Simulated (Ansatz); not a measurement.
Born–Oppenheimer molecular dynamics of Cl2H2OSn (6 atoms, charge 0, multiplicity 1). It starts from a relaxed structure.

All numbers below come from Ansatz, RKS B3LYP/def2-SVP.

| Property | Result |
| --- | --- |
| ensemble | NVT, Nosé–Hoover chain |
| time step | 0.5 fs |
| steps asked | 250 |
| set temperature | 300 K |
| thermostat | time constant 300 fs, chain length 3 |
| seed | 990645 |

First frame:

```xyz
6
Properties=species:S:1:pos:R:3
Sn 0.005 0.005 0.244
H 0.305 0.232 1.905
Cl 1.996 -0.123 -1.012
Cl -1.264 1.763 -0.681
O -0.995 -1.686 0.035
H -1.209 -1.888 -0.889
```

Q: How far do the bonds stretch over the last three quarters of this one trajectory? (Pairs bonded in most of those frames.)

A: 
```tsv
bond	mean (Å)	spread (Å)	shortest	longest
Sn1–H2	1.706	0.022	1.67	1.74
Sn1–Cl3	2.359	0.009	2.35	2.37
Sn1–Cl4	2.363	0.036	2.31	2.41
Sn1–O5	1.979	0.047	1.92	2.04
O5–H6	0.970	0.014	0.95	0.99
```

Mean temperature of the second half: 147 K. The conserved energy stayed within 0.077 meV per atom of its start (net change 0.058 meV per atom), so the integration is sound. The mean temperature of the second half is 51 % below the set value. A run of 0.12 ps of so small a system gives no equilibrium averages.

The run took 9.1 min on 2 threads of Arm Neoverse V1 (shared host), peak memory 0.19 GiB.
